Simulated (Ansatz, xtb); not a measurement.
**Two isomers of C4H3Cl3**

We compare I, `ClCC#CC(Cl)Cl`, a singlet, with II, `CC#CC(Cl)(Cl)Cl`, a singlet. Both are isolated molecules in the gas phase, relaxed with B3LYP-D3(BJ)/def2-SVP.

Problem. Estimate which is lower in electronic energy at CCSD(T)/def2-SVP + ΔMP2/def2-TZVPP, and by roughly how much.

Solution. Not settled: CCSD(T)/def2-SVP + ΔMP2/def2-TZVPP gives E(II) − E(I) = +0.098 eV, but this leans on the basis-set step: CCSD(T) alone gives +0.021 eV.

How the difference moves with the method:

| level | geometry | E(II) − E(I) (eV) | departure from the last row (eV) | job, with rough time for the two |
| --- | --- | --- | --- | --- |
| GFN2-xTB | GFN2-xTB | −0.161 | −0.259 | optimisation, 0.2 s |
| HF/STO-3G | GFN2-xTB | +0.225 | +0.127 | single point, 0.58 s |
| r2SCAN-D4/def2-SVP | GFN2-xTB | −0.039 | −0.137 | single point, 5.4 s |
| B3LYP-D3(BJ)/def2-SVP | B3LYP-D3(BJ)/def2-SVP | +0.028 | −0.070 | optimisation, 1.8 min |
| HF/def2-SVP | B3LYP-D3(BJ)/def2-SVP | +0.269 | +0.171 | part of the CCSD(T) run |
| MP2/def2-SVP | B3LYP-D3(BJ)/def2-SVP | −0.039 | −0.138 | part of the CCSD(T) run |
| CCSD(T)/def2-SVP | B3LYP-D3(BJ)/def2-SVP | +0.021 | −0.077 | single point |
| CCSD(T)/def2-SVP + ΔMP2/def2-TZVPP | B3LYP-D3(BJ)/def2-SVP | +0.098 |  | single point, 78 s |

As drawn, both hold the same kinds of bond in the same numbers. Structure I has 0 methyl groups, II 1.

GFN2-xTB, r2SCAN-D4/def2-SVP, MP2/def2-SVP put the two in the other order. CCSD(T)/def2-SVP finds them nearly level. The largest departure from CCSD(T)/def2-SVP + ΔMP2/def2-TZVPP is that of GFN2-xTB, 0.259 eV. The last row adds to CCSD(T) the change of the MP2 difference between the two basis sets, here +0.077 eV.

With thermal terms from frequencies at re-optimised GFN2-xTB minima (ideal gas, soft modes damped towards free rotors, one conformer each, 298.15 K, 1 atm): on the last row, ΔE + ΔZPE = +0.072, ΔH = +0.090, ΔG = +0.097 eV.

The correlated steps freeze 19 core orbitals. Programs: Ansatz 0.2.0, xtb 6.7.1; the last row on 2 threads of Arm Neoverse V1 on a shared host.
